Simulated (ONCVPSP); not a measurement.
Logarithmic derivatives: niobium (Nb), ONCV

ONCVPSP 4.0.1 input, shortened (lines: element, Z, core and valence counts, functional; n l f; lmax; l rc ep ncon nbas qcut; lloc lpopt rc5 dvloc0; l nproj debl; icmod fcfact rcfact), PBEsol, fully relativistic:

```
  Nb 41.00    6    4  -116133      upf
    1    0    2.00
    2    0    2.00
    2    1    6.00
    3    0    2.00
    3    1    6.00
    3    2   10.00
    4    0    2.00
    4    1    6.00
    4    2    4.00
    5    0    1.00
    2
    0    1.80    0.00    3    7    8.10
    1    2.15    0.00    4    9    7.60
    2    2.65    0.00    3    8    5.30
    4    5    1.80    4.00
    0    2    3.40
    1    1    1.10
    2    1    1.70
    0    0.00    0.00
```

Open shells are filled in proportion to 2j + 1.

The phase is arctan(r·R′/R) of the radial function R(r), unwrapped; energies in Ha, scanned from -4 to 5 Ha. A pole is an energy at which the radial function vanishes at the test radius. The pseudo phase is shifted by a multiple of π to meet the all-electron one at the reference energy, and phase errors are pseudo minus all-electron; the curves can meet again beyond the range given. Levels narrower than the energy grid can be missing from the lists of poles.

Question: For each channel, where are the poles, and over which energies does the pseudopotential scatter like the atom?

Answer:

```json
{"channel": "s", "radius (bohr)": "1.83", "reference energy (Ha)": "-0.15", "poles, all-electron": "-1.71", "poles, pseudo": "-1.71", "unbroken range about the reference energy with phases within 0.05 rad": "below 0.9", "phase error 1 Ha above the reference energy (rad)": "+0.038"}
{"channel": "p3/2", "radius (bohr)": "2.18", "reference energy (Ha)": "-1.24", "poles, all-electron": "-1.00, 3.88", "poles, pseudo": "-1.00, 4.09", "unbroken range about the reference energy with phases within 0.05 rad": "below 0.5", "phase error 1 Ha above the reference energy (rad)": "+0.007"}
{"channel": "p1/2", "radius (bohr)": "2.18", "reference energy (Ha)": "-1.32", "poles, all-electron": "-1.11, 3.75", "poles, pseudo": "-1.10, 4.01", "unbroken range about the reference energy with phases within 0.05 rad": "below 0.4", "phase error 1 Ha above the reference energy (rad)": "+0.008"}
{"channel": "d5/2", "radius (bohr)": "2.69", "reference energy (Ha)": "-0.11", "poles, all-electron": "0.17, 2.99", "poles, pseudo": "0.18, 3.61", "unbroken range about the reference energy with phases within 0.05 rad": "below 0.7", "phase error 1 Ha above the reference energy (rad)": "+0.134"}
{"channel": "d3/2", "radius (bohr)": "2.69", "reference energy (Ha)": "-0.12", "poles, all-electron": "0.16, 2.97", "poles, pseudo": "0.17, 3.60", "unbroken range about the reference energy with phases within 0.05 rad": "below 0.7", "phase error 1 Ha above the reference energy (rad)": "+0.142"}
```

Note: no bound ghost flagged; GHOST(+) flagged for s at 3.5 eV.

Phases in the p1/2 channel:

```csv
E (Ha),all-electron,pseudo
-3.98,1.352,1.352
-3.50,1.327,1.328
-3.02,1.291,1.292
-2.54,1.230,1.231
-2.06,1.081,1.083
-1.58,-0.090,-0.084
-1.10,-1.575,-1.575
-0.62,-1.788,-1.784
-0.14,-1.962,-1.949
0.34,-2.286,-2.239
0.82,-3.188,-3.025
1.30,-4.093,-3.995
1.78,-4.403,-4.358
2.26,-4.537,-4.508
2.74,-4.614,-4.591
3.22,-4.666,-4.646
3.70,-4.708,-4.688
4.18,-4.747,-4.724
4.66,-4.787,-4.760
```
